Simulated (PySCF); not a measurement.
## ZnC: one state, many levels of theory

State: ³Σ⁻ (triplet), unpaired electrons π ↑↑. Set-up: PySCF, no relativity, basis sets Zn pcseg-1, C pcseg-1. De refers to Zn + C in their high-spin ground configurations, without counterpoise correction. The functionals are run spin-unrestricted. A positive dipole means Zn(−)C(+). Levels whose curve was spin-contaminated or gave no clean fit are not listed.

| Level | Re (Å) | ωe (cm⁻¹) | De (eV) | μ (D) |
| --- | --- | --- | --- | --- |
| ROHF-MP2 | 1.981 | 465 | 0.75 | n/a |
| ROHF-SCS-MP2 | 2.014 | 422 | 0.57 | n/a |
| ROHF-CCSD | 2.025 | 453 | 0.71 | n/a |
| ROHF-CCSD(T) | 2.000 | 486 | 0.86 | n/a |
| PBE | 1.988 | 470 | 1.39 | -3.37 |
| revPBE | 2.008 | 452 | 1.23 | -3.42 |
| TPSS | 1.993 | 469 | 1.34 | -3.41 |

(1) Which functional lies closest to ROHF-CCSD(T) in De, which farthest, and by how much do they differ from it?

Correlated steps freeze 6 core orbitals. Correlated levels converge slowly with the basis: in double zeta they bind strong bonds too weakly, by up to about 1 eV, and carry superposition errors of some tenths. The CCSD T1 diagnostic is raised, a sign that a single reference may not be enough here. The state was picked by a PBE0 search and need not be the measured ground state.

Answers

(1) Closest is revPBE (+0.8 pm in Re, -7.0 % in ωe, +0.37 eV in De against ROHF-CCSD(T) in the same basis), farthest PBE (-1.2 pm in Re, -3.3 % in ωe, +0.53 eV in De). CCSD(T) converges more slowly with the basis than the functionals do and binds too weakly in this one, so the order can change at the basis-set limit.
